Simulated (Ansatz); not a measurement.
Ansatz (a quantum-chemistry and plane-wave program) input:

Ansatz 0.2 input:
```yaml
crystal:
  periodic: [false, false, false]
  atoms:
    - {symbol: C, position_ang: [-1.87008517, -0.11680077, 0.04349366]}
    - {symbol: C, position_ang: [-0.76880887, -1.09583546, 0.06149911]}
    - {symbol: C, position_ang: [0.55821871, -0.84152646, 0.02349954]}
    - {symbol: C, position_ang: [1.05785173, 0.45726265, -0.04088759]}
    - {symbol: N, position_ang: [1.50459616, 1.51158234, -0.09400540]}
    - {symbol: H, position_ang: [-1.54198019, 0.92009811, -0.00644816]}
    - {symbol: H, position_ang: [-2.52664283, -0.32855154, -0.80672025]}
    - {symbol: H, position_ang: [-2.49066921, -0.25605973, 0.93470207]}
    - {symbol: H, position_ang: [-1.04825455, -2.14359317, 0.11088778]}
    - {symbol: H, position_ang: [1.30749701, -1.62466096, 0.04062151]}
    - {symbol: H, position_ang: [1.90481821, 2.43309113, -0.14063354]}
basis:
  gaussian:
    orbitals: aug-cc-pVDZ
total_charge: 1
magnetization: {spin_polarized: false}
correlation: {method: ccsd_t, electrons: outside_noble_gas}
output: {forces: true}
```

Task: Predict the final energy.

Result: -209.92036 Eh (CCSD(T)/aug-cc-pVDZ). The basis has 169 functions. The run takes about 13 core-minutes (a rough figure).

It need not be the lowest isomer of its formula.
